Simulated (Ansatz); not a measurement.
The cluster Sn3F2. Charge 0, multiplicity 1. Geometry PBE-D4/def2-SVP, basis def2-TZVP, Ansatz.

Cartesian coordinates in Å:
```
Sn -0.079 -1.947 -0.223
Sn -1.870 0.222 0.549
Sn 0.942 0.834 -0.157
F -0.879 2.122 0.513
F 1.887 -1.231 -0.682
```

| run | HOMO (eV) | LUMO (eV) |
| --- | --- | --- |
| A | -4.73 | -3.25 |
| B | -5.45 | -2.67 |
| C | -4.66 | -3.16 |
| D | -7.06 | -1.01 |
| E | -4.96 | -3.22 |

In the def2 sets Sn takes a core potential; there is no spin–orbit coupling. Another isomer (singlet) lies 0.13 eV lower at PBE0-D4/def2-TZVP; other spin states weren't run for this one.

Problem. The runs used PBE, PBE0, r2SCAN, revPBE, ωB97M-V. Estimate which is which.

Solution. A PBE (0 % exact exchange); B PBE0 (25 % exact exchange); C revPBE (0 % exact exchange); D ωB97M-V (range-separated); E r2SCAN (0 % exact exchange). Exact exchange lowers occupied and raises empty levels; among semilocal functionals meta-GGAs tend to open the gap a little, and such runs are hard to tell apart. The gap grows from 1.48 eV (PBE) to 6.05 eV (ωB97M-V). The restricted singlet is unstable towards broken spin symmetry in Hartree–Fock (as tested in another run); at PBE-D4/def2-TZVP, PBE0-D4/def2-TZVP, revPBE-D4/def2-TZVP, ωB97M-V/def2-TZVP and others this wasn't settled.
